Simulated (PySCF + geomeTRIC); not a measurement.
Species: [Ti(H)4] (charge 0, multiplicity 1).

**Question.** Give a relaxed geometry from BP86-D3(BJ)/def2-SVP in PySCF + geomeTRIC.

**Answer.** the end point of this relaxation.
Z-matrix (Å, degrees):
```
Ti
H 1 1.7022
H 1 1.7022 2 109.47
H 1 1.7022 2 109.47 3 -120.00
H 1 1.7022 2 109.47 3 120.00
```
